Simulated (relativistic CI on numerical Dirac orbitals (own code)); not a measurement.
Br17+: sensitivity of the levels to the model

Base calculation: Dirac-Coulomb-Breit CI, KLI orbitals optimised for each configuration, QED by a radiative potential, unscaled Slater integrals.

Configuration list (outside the closed core [Ne]): 3s2.3p6, 3s2.3p5.3d, 3s.3p6.3d, 3s2.3p5.4s, 3s2.3p5.4p, 3s2.3p5.4d, 3s.3p6.4s, 3s2.3p5.4f, 3s.3p6.4p, 3p6.3d.4p, 3s.3p6.4d, 3s.3p6.4f, 3s2.3p5.5s, 3s2.3p5.5p, 3s2.3p5.5d, 3s2.3p5.5f, 3s2.3p5.5g, 3s.3p6.5s, 3s2.3p5.6s, 3s.3p6.5p, 3s2.3p5.6p, 3s2.3p5.6d, 3s.3p6.5d, 3p6.3d2, 3p5.3d3, 3p5.3d2.4s, 3p5.3d2.4p, 3p5.3d2.4d, 3p6.3d.4s, 3p5.3d.4s2, 3p5.3d.4s.4p, 3p5.3d.4s.4d. Double excitations out of closed p, d and f shells are left out; levels of such configurations are missing from the list, as are those of other unlisted configurations, and high levels can miss mixing partners. These lack a partner that the ground configuration has and come out too high: 3s2.3p5.4f, 3s2.3p5.5s, 3s2.3p5.5p, 3s2.3p5.5d, 3s2.3p5.5f.

Variants: (1) configuration mixing switched off; (2) one mean potential for all configurations. Shifts of the energy above 3s2.3p6 1S_0, in cm⁻¹, for the lowest level and the first level of each name with at least 55 % of one term (blank where a level changes its place among those of its configuration and J or its character, or is not in the variant):

```csv
Level,Base,Δ(1),Δ(2)
3s2.3p6 1S_0,0,0,0
3s2.3p5.3d 3P°_0,677994,-284,-208
3s2.3p5.3d 3P°_1,688857,-283,-208
3s2.3p5.3d 3P°_2,711500,-280,-208
3s2.3p5.3d 3F°_4,719664,+456,-196
3s2.3p5.3d 3F°_3,723302,+293,-195
3s2.3p5.3d 3F°_2,740855,+97,-195
3s2.3p5.3d 3D°_3,773843,-387,-196
3s2.3p5.3d 3D°_1,799323,-451,-196
3s2.3p5.3d 1P°_1,1020113,+6,-297
3s.3p6.3d 3D_1,1365625,+1094,+98
3s.3p6.3d 3D_2,1370372,+1091,+92
3s.3p6.3d 3D_3,1379198,+1087,+80
3s.3p6.3d 1D_2,1444123,+1022,+63
```

At this charge energies of transitions that change n are usually good to better than 1 %, and those within a shell (Δn = 0) to a few per cent.

Ionisation energy from the two ground configurations alone: base 715.354 eV. The NIST ASD value (semi-empirical) is 716.3 eV.

LS names give the leading component of a level, which can be under half, so a name can repeat, a term be missing and a line seem to break the LS rules.
